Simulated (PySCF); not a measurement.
Deuteron quadrupole couplings in `CC(C)(C)[SiH2]C(F)F`

C5H12F2Si.
Cartesian coordinates in Å at the PBE0-D3(BJ)/def2-SVP level; atoms count from 1:
```xyz
20
C5H12F2Si angstrom
C     -1.187   -0.907    0.558
C     -0.605    0.146   -0.391
C     -1.551    1.348   -0.479
C     -0.401   -0.459   -1.784
Si     1.066    0.755    0.285
C      2.408   -0.624    0.193
F      1.974   -1.758    0.817
F      3.536   -0.206    0.828
H     -0.514   -1.770    0.674
H     -2.150   -1.279    0.167
H     -1.375   -0.492    1.561
H     -2.542    1.026   -0.843
H     -1.177    2.118   -1.174
H     -1.702    1.826    0.503
H      0.234   -1.358   -1.753
H     -1.372   -0.763   -2.212
H      0.055    0.259   -2.485
H      1.587    1.896   -0.531
H      0.960    1.163    1.717
H      2.695   -0.908   -0.837
```

Level: PBE0/pcSseg-1 (PySCF, non-relativistic); Q(2H) = 0.00286 b; rigid geometry, the same for H and D, with no vibrational averaging.

Question: Rank these positions by the coupling χzz of a deuteron there, largest first.
A. H19 (Si–H hydrogen)
B. H20 (methine hydrogen)
C. H11 (methyl hydrogen)

Answer: C (195 kHz), B (176 kHz), A (95 kHz).

Q: What are Vzz, η and χzz (234.96 MHz × Q × Vzz) at all hydrogens?

A: 
```
atom  bonded to  bond length (Å)  Vzz (au)     η  χzz (kHz)
  H9         C1            1.100    0.2870  0.03        193
 H10         C1            1.104    0.2868  0.03        193
 H11         C1            1.102    0.2901  0.03        195
 H12         C3            1.105    0.2857  0.02        192
 H13         C3            1.102    0.2895  0.02        195
 H14         C3            1.102    0.2888  0.03        194
 H15         C4            1.102    0.2894  0.02        194
 H16         C4            1.104    0.2862  0.02        192
 H17         C4            1.102    0.2887  0.02        194
 H18        Si5            1.496    0.1391  0.02         93
 H19        Si5            1.493    0.1411  0.01         95
 H20         C6            1.107    0.2616  0.06        176
```

Q: Average by the element that carries the hydrogen.

A: on C: 192 kHz over 10 positions, mean bond length 1.103 Å; on Si: 94 kHz over 2 positions, mean bond length 1.495 Å.

Q: Give the 2H NMR doublet splittings at H20 for a magnetic field along the z, y and x axes of the gradient: 3χ/2, 3χ(1 + η)/4, 3χ(1 − η)/4.

A: With |χ| = 175.8 kHz and η = 0.060: 264, 140 and 124 kHz, to first order and without motion.

One conformer (not necessarily the lowest) at the PBE0-D3(BJ)/def2-SVP geometry, without solvent, vibrations or thermal averaging. The small basis limits the accuracy of the gradients.
